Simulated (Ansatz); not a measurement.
Gas-phase electronic energies from Ansatz, PBE0-D4/def2-TZVP geometries. CCSD(T)/CBS is the MP2 limit (def2-TZVPP, def2-QZVPP) plus CCSD(T) − MP2 in def2-TZVPP, frozen cores. This one scheme is used for every species. Functionals use def2-TZVPP. B3LYP here is the variant with VWN-RPA as its local correlation; programs differ in this. def2 core potentials past Kr. For Br, Sn outer-core shells are correlated without core-valence functions, which leaves a few kJ/mol of doubt a bond. Scalar relativity is left out up to krypton. One conformer a species, not always the lowest.

Consider the ligand exchange at the Sn–Br bond: `[F][SnH2][Br]` + H₂S → `[F][SnH2][SH]` + HBr.

`[F][SnH2][Br]`:

Cartesian coordinates in Å:
```
F -0.926 -0.258 1.586
Sn 0.177 -0.093 0.029
Br -1.160 1.206 -1.572
H 1.523 0.816 0.513
H 0.386 -1.671 -0.556
```

H₂S:

Cartesian coordinates in Å:
```
S -0.056 -0.502 0.359
H 0.507 -0.273 -0.837
H -0.451 0.775 0.477
```

`[F][SnH2][SH]`:

```xyz
6

F     1.102    0.174    1.694
Sn   -0.172   -0.399    0.371
S     0.623    0.339   -1.747
H    -0.131   -2.095    0.417
H    -1.608    0.386    0.825
H     0.185    1.595   -1.561
```

HBr:

```xyz
2

Br   -0.208   -0.282    0.618
H     0.208    0.282   -0.618
```

```tsv
level	ΔE (kcal/mol)
LDA (SPW92)	7.9
r2SCAN-D4	9.6
B3LYP	10.0
MP2/CBS(def2)	9.9
```

Q: What does CCSD(T)/CBS give? (An estimate is asked.)

A: The calculation gave: +9.9 kcal/mol. The listed levels differ from it by -2.0, -0.3, 0.1, 0.0 kcal/mol.

Largest T1 diagnostic among the species: 0.013.

From PBE to PBE0 (25 % exact exchange), in def2-TZVPP and without D4, ΔE moves by +0.7 kcal/mol. In def2-TZVPP, CCSD(T) changes the Hartree–Fock value by −3.6 kcal/mol (the triples alone add −0.5 kcal/mol) and MP2 by −3.7 kcal/mol.
